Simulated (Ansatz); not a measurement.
Total energies of CH$_{6}$N$_{2}$SiZn, SMILES `[NH2][Zn][N]1C[SiH2]1`.

```tsv
atom	x (Å)	y (Å)	z (Å)
N1	-0.941	-1.267	2.768
Zn2	-0.451	-0.596	1.157
N3	0.096	0.137	-0.391
C4	1.033	1.240	-0.752
Si5	0.164	0.326	-2.075
H6	-1.905	-1.148	3.044
H7	-0.670	-2.218	2.973
H8	2.090	1.060	-0.551
H9	0.722	2.248	-0.474
H10	0.856	-0.693	-2.902
H11	-0.992	0.911	-2.797
```

The species carries charge 0 and has multiplicity 1. For Zn the d shell is correlated and the shells below it are frozen. Scalar relativity is left out up to krypton. The structure was optimised at the PBE0-D4/def2-TZVP level. It is one conformer, not always the lowest. Basis def2-TZVPP, the Gaussian-basis code of Ansatz.

RPA on PBE orbitals: Hartree–Fock energy of these orbitals -2216.94978 Eh, correlation -1.81123 Eh (frozen core).

| functional | kind | energy without D4 (Eh) | D4 term (kJ/mol) |
| --- | --- | --- | --- |
| LDA (SPW92) | LDA | -2214.83888 | – |
| PBE | GGA | -2219.55993 | -22.2 |
| revPBE | GGA | -2219.93642 | -66.3 |
| B97M-V | meta-GGA with VV10 | -2219.71386 | – |
| PBE0 | global hybrid, 25 % exact exchange | -2219.61409 | -18.8 |
| B3LYP | global hybrid, 20 % | -2220.23772 | -36.0 |
| r2SCANh | meta-GGA hybrid, 10 % | -2220.01174 | -5.9 |
| r2SCAN0 | meta-GGA hybrid, 25 % | -2219.97410 | -6.5 |
| BHLYP | global hybrid, 50 % | -2220.02471 | -28.4 |
| ωB97X-V | range-separated hybrid GGA with VV10 | -2219.90165 | – |

Give the same for BLYP, r2SCAN, HSE06 (plane-wave form), CAM-B3LYP, LC-ωPBE, ωB97M-V, B2PLYP, PBE-QIDH. (Estimate.)

Ansatz gave: 
| functional | kind | energy without D4 (Eh) | D4 term (kJ/mol) |
| --- | --- | --- | --- |
| BLYP | GGA | -2220.18951 | -48.7 |
| r2SCAN | meta-GGA | -2220.03832 | -5.5 |
| HSE06 (plane-wave form) | screened hybrid | -2219.59793 | -17.6 |
| CAM-B3LYP | range-separated hybrid | -2220.21015 | -19.2 |
| LC-ωPBE | long-range corrected hybrid | -2219.74982 | – |
| ωB97M-V | range-separated hybrid meta-GGA with VV10 | -2219.98117 | – |
| B2PLYP | double hybrid | -2219.64060 | – |
| PBE-QIDH | double hybrid | -2219.26255 | – |

B3LYP takes the VWN-RPA correlation (the form of Gaussian; ORCA's B3LYP/G). HSE06 is the plane-wave form, built on full-range PBE exchange. The double hybrids freeze the cores in their second-order part.

LC-ωPBE has ω = 0.4 bohr⁻¹.
